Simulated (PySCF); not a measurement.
How methods differ on the ionisation energy of S²⁺

S²⁺ [Ne] 3s2 3p2 (3P) → S³⁺ [Ne] 3s2 3p1 (2P), as a difference of total energies. Calculation: PySCF 2.14, in x2c-TZVPPall with one added diffuse shell each of s, p, d type (6s6p4d1f, 51 functions); the spin-free X2C one-electron Hamiltonian (Gaussian nucleus). Correlated levels: valence and next inner shell: 1s2 frozen. The calculations carry no spin-orbit coupling.

| method | ionisation energy (eV) |
| --- | --- |
| UHF | 34.148 |
| MP2 (valence and next inner shell) | 34.646 |
| SCS-MP2 (valence and next inner shell) | 34.545 |
| CCSD (valence and next inner shell) | 34.680 |
| CCSD(T) (valence and next inner shell) | 34.710 |

**Question.** How much does correlation contribute at CCSD(T) (valence and next inner shell)?

**Answer.** 34.710 − (34.148) = 0.562 eV, measured against UHF.

A first-order spin-orbit estimate (lowest level to lowest level, LS coupling) adds -0.009 eV.

Errors of the correlated levels include the incompleteness of this basis and the frozen core.

For comparison: 34.86 ± 0.04 eV (semi-empirical (NIST evaluation); NIST Atomic Spectra Database, ionization energies).
